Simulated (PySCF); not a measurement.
From one molecule to another.

First species: CH₁₅NOSi₅.
Cartesian coordinates in Å at the GFN2-xTB level; atoms count from 1:
```
atom  x, y, z in Å
C1     3.8310   -0.6222    0.4575
N2     2.4661   -0.1663    0.3923
Si3    1.2425   -1.0494   -0.4393
Si4   -0.6546    0.2043    0.0156
Si5   -0.7201    2.3197   -0.9851
Si6   -1.3597    0.2509    2.2460
O7    -1.8008   -0.6869   -0.7803
Si8   -3.2669   -1.0566   -1.3316
H9     4.3296   -0.2098    1.3371
H10    3.8288   -1.7065    0.5339
H11    4.4095   -0.3449   -0.4310
H12    2.4209    0.8415    0.3941
H13    1.5555   -1.2850   -1.8716
H14    1.3321   -2.3993    0.1499
H15   -0.4585    2.3383   -2.4316
H16   -1.9842    3.0496   -0.8189
H17    0.3165    3.1836   -0.3984
H18   -0.2580    0.6760    3.1182
H19   -2.4574    1.1952    2.5082
H20   -1.8310   -1.0321    2.7836
H21   -3.1942   -2.4779   -1.6544
H22   -3.5121   -0.2230   -2.5075
H23   -4.2398   -0.7721   -0.2764
```

Second species: C₃H₉PSi₂.
InChI=1S/C3H9PSi2/c1-6(4)3-2-5/h6H,4H2,1,5H3/t6-/m0/s1

Levels: PBE0/pcSseg-1 for dipole moment, HOMO energy, LUMO energy and HOMO–LUMO gap; GFN2-xTB for rotational constant A and rotational constant C. Geometries: GFN2-xTB. Each structure is a single optimised conformer of the isolated species, non-relativistic unless stated. Electronic properties by PySCF.

Dipoles, sizes and rotational constants follow the conformer. The torsions of the flexible species, by atom-mapped SMILES:
- `[CH3:1][NH:2][SiH2:3][Si:4]([SiH3:5])([SiH3:6])[O:7][SiH3:8]`: C1–N2–Si3–Si4 176°, N2–Si3–Si4–Si5 68°, Si3–Si4–O7–Si8 -177°
- `[CH3:1][Si@H:2]([PH2:3])[C:4]#[C:5][SiH3:6]`: H–P3–Si2–C1 -145°, H–P3–Si2–C1 123°

```json
{"property": "dipole moment", "column X": "0.78 D", "column Y": "0.75 D"}
{"property": "HOMO energy", "column X": "-6.74 eV", "column Y": "-7.36 eV"}
{"property": "LUMO energy", "column X": "-1.34 eV", "column Y": "-0.60 eV"}
{"property": "HOMO–LUMO gap", "column X": "5.40 eV", "column Y": "6.76 eV"}
{"property": "rotational constant A", "column X": "0.940 GHz", "column Y": "3.061 GHz"}
{"property": "rotational constant C", "column X": "0.452 GHz", "column Y": "0.588 GHz"}
```

(1) Which column belongs to which species?

(2) How does each property change from the first species to the second?

## Answers

(1) Column X is the first species and column Y the second. The first has 23 atoms and 106 electrons, the second 15 and 70.

(2) dipole moment -0.03 D; HOMO energy -0.62 eV; LUMO energy +0.74 eV; HOMO–LUMO gap +1.36 eV; rotational constant A +2.121 GHz; rotational constant C +0.136 GHz.

On the first: The dipole equals about 2.6 × 10⁻³⁰ C·m (1 D = 3.33564 × 10⁻³⁰ C·m).

On the second: The dipole equals about 2.5 × 10⁻³⁰ C·m (1 D = 3.33564 × 10⁻³⁰ C·m). A dipole of 0.75 D is allowed in C1, and pure rotational transitions are dipole-allowed. GFN2-xTB frequencies show an imaginary mode (67i cm⁻¹), so this geometry is no minimum at that level.
